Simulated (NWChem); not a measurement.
Molecule: AgH$_{2}$OI; SMILES [OH2]->[Ag][I]

```xyz
5

Ag     0.0032     1.0250    -0.0267
I     -0.0009    -1.5418     0.0052
O     -0.0074     3.2689     0.0187
H      0.7475     3.7037     0.4333
H     -0.7898     3.6892     0.3954
```
Atoms are numbered in this order, from 1.

Coordinates come from a PBE0/def2-SVP optimisation. def2 effective core potentials on Ag, I; no spin-orbit coupling.

### Question
List the 6 lowest vertical singlet excitations from PBE/def2-SVP with def2 effective core potentials on Ag, I, TDA (NWChem).

### Answer
| state | energy (eV) | oscillator strength | leading excitation (squared amplitude) |
|---|---|---|---|
| S1 | 2.85 | 0.006 | HOMO → LUMO (1.00) |
| S2 | 2.87 | 0.006 | HOMO−1 → LUMO (1.00) |
| S3 | 4.11 | 0.086 | HOMO−2 → LUMO (0.85) |
| S4 | 4.73 | 0.000 | HOMO → LUMO+2 (0.69) |
| S5 | 4.77 | 0.006 | HOMO → LUMO+1 (0.44) |
| S6 | 4.79 | 0.008 | HOMO−1 → LUMO+1 (0.71) |
